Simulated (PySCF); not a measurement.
BH2N, SMILES B=N. The structure is a stationary point at PBE0-D3(BJ)/def2-TZVPD.

Level of theory: PySCF with PBE0-D3(BJ)/def2-TZVPD.

Harmonic wavenumbers (cm⁻¹): 493, 493, 751, 751, 1858, 2886, 3891. Rotational constants (GHz): 33.38 (linear); symmetry number 1.

Problem. Work out the zero-point energy and the ideal-gas rigid-rotor harmonic-oscillator thermochemistry at 298.15 K and 1 atm.

Solution. ZPE = ½ Σ hcν = ½ × 11125 cm⁻¹ = 15.90 kcal/mol. H − E(el) = 18.38 kcal/mol. Entropy in cal/(mol K): translation 35.80, rotation 12.37, vibration 1.86, total 50.03. G − E(el) = 3.47 kcal/mol. Cp = 10.97 cal/(mol K).
